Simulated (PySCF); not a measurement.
Chlorine: a sound run and one with changed settings

Sound run: Cl⁺ [Ne] 3s2 3p4, Cl²⁺ [Ne] 3s2 3p3. Calculation: PySCF 2.14, in cc-pVTZ-DK (5s4p2d1f, 34 functions); scalar relativity by spin-free X2C-1e. In the sound run the correlated levels freeze [Ne]. The sound run starts from symmetry-adapted Hartree-Fock orbitals and uses a fine grid where one is needed.

Changed run: basis STO-3G, all-electron and non-relativistic. This setting is unsound on purpose.

```tsv
species	method	sound run (hartree)	changed run (hartree)	converged
Cl⁺	UHF	-460.46221	-454.12970	yes
Cl⁺	LDA	-459.57431	-453.11261	yes
Cl⁺	BP86	-461.14218	-454.67452	yes
Cl⁺	MP2	-460.58581	-454.12970	yes
Cl²⁺	UHF	-459.63280	-453.24325	yes
Cl²⁺	LDA	-458.69417	-452.17094	yes
Cl²⁺	BP86	-460.26029	-453.72611	yes
Cl²⁺	MP2	-459.72830	-453.24325	yes
```

Ionisation energy of Cl⁺:

```csv
method,sound run (eV),changed run (eV)
UHF,22.569,24.121
LDA,23.950,25.624
BP86,23.998,25.808
MP2,23.334,24.121
SCS-MP2,23.416,24.121
```

A minimal basis cannot let orbitals breathe on ionisation and holds almost no correlation. The Hamiltonian changed with the basis, so the totals do not compare.

For comparison, NIST gives 23.814 eV between the lowest levels.
